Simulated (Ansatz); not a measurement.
Born–Oppenheimer molecular dynamics of Cl₂GeH₂ (5 atoms, charge 0, multiplicity 1). It starts at the highest image of a converged band. Of that band: A structure lower than the last end lies on the path between it and the top, so the climb from that side starts below the end, which may itself be a saddle point or a shallow side well. Neighbouring images differ by up to 2.8 eV, so the band resolves the path poorly. A vibrational analysis at the climbing image gives one clearly imaginary mode, 1859i cm⁻¹: a first-order saddle point.

The calculation used RHF/def2-SVP in Ansatz.

```json
{"ensemble": "NVE (velocity Verlet)", "time step": "0.5 fs", "steps asked": "200", "starting velocities drawn for": "100 K", "seed": "2567"}
```

First frame:

```xyz
5
Properties=species:S:1:pos:R:3
Ge 0.312 0.000 -0.426
H 0.630 0.000 1.293
H 1.565 0.000 0.463
Cl -0.931 1.759 -0.437
Cl -0.931 -1.759 -0.437
```

(1) What does the run give?

(2) What happens to the structure?

(3) How do temperature and energy run in time?

## Answers

(1) The run went to its last step.

* steps done: 200
* time covered: 100 fs
* mean temperature over the second half: 6735 K
* spread of the potential energy over the second half: 28.7 meV per atom
* mean potential energy of the second half above the start: -515.1 meV per atom

The conserved energy stayed within 2.8 meV per atom of its start (net change 0.098 meV per atom), so the integration is sound. The system heated up, since it started high on the potential surface and ran downhill. A run of 0.1 ps of so small a system gives no equilibrium averages. The orbitals stay closed-shell, which can raise the energy where a bond breaks towards radicals; this wasn't checked here.

(2) The step under study would form H2–H3 and break Ge1–H2, Ge1–H3. These pairs go: H2–H3 1.25 → 0.88 Å, Ge1–H2 1.75 → 14.36 Å, Ge1–H3 1.54 → 15.14 Å. In the last frame they stand as after the step (other bonds may differ from the relaxed reactants and products). These pairs come and go: their bonding changes 27 times, last at 100 of 100 fs, so the outcome isn't settled. It ends as Cl2Ge + H2. Pairs count as bonded within 1.25 times the sum of covalent radii (0.12 Å more for H–H). This is one draw of velocities; another would differ in detail.

(3) 
```csv
time (fs),T (K),potential energy less start (eV),conserved less start (meV/atom)
0.0,100,0.000,0.00
8.0,341,-0.092,0.18
16.0,4926,-1.872,-0.17
24.0,6231,-2.375,0.51
32.0,6178,-2.354,0.65
40.0,6302,-2.403,0.47
48.0,6658,-2.544,-0.10
56.0,7101,-2.721,-1.19
64.0,7331,-2.816,-2.47
72.0,7058,-2.710,-2.30
80.0,6452,-2.459,0.85
88.0,6240,-2.371,1.95
96.0,6659,-2.550,-1.36
```

Run time: 110 s on 1 thread of AMD EPYC 9B45 (Zen 5) (shared host), peak memory 0.18 GiB.
